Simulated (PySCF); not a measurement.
B(F)(Br)(Et) (C2H5BBrF), SMILES CCB(F)Br.

Geometry optimised at PBE-D3(BJ)/def2-SVP. This is a generated structure with no PubChem entry under its InChIKey; it may be hypothetical. One conformer was computed; it need not be the lowest.

Two levels are set side by side: TDDFT-PBE/def2-SVPD (PySCF) and TDDFT-ωB97X/def2-SVPD (PySCF). Vertical, same geometry. The lowest singlet is HOMO→LUMO 100 % with PBE and HOMO→LUMO 97 % with the other functional; states are paired by order. Differences are taken from unrounded values.

```tsv
quantity	TDDFT-ωB97X
lowest singlet excitation (eV)	6.57
lowest triplet excitation (TDA) (eV)	6.34
first bright state (f over 0.05) (eV)	7.37
its oscillator strength	0.11
```

What does TDDFT-PBE give, and how far is it from TDDFT-ωB97X? (The exact figures need the calculation; the answer reports its results.)


```
quantity                               TDDFT-PBE  TDDFT-PBE minus TDDFT-ωB97X
-------------------------------------  ---------  ---------------------------
lowest singlet excitation (eV)              5.41                        -1.16
lowest triplet excitation (TDA) (eV)        5.23                        -1.11
first bright state (f over 0.05) (eV)       6.29                        -1.08
its oscillator strength                     0.10                        -0.01
```

Functionals without exact exchange tend to place singlet excitations lower, as here. Differences between two approximate levels are no errors against the true value.

Rough cost on one machine, each run with all the roots and properties that it gave: TDDFT-ωB97X against TDDFT-PBE about 20 times.
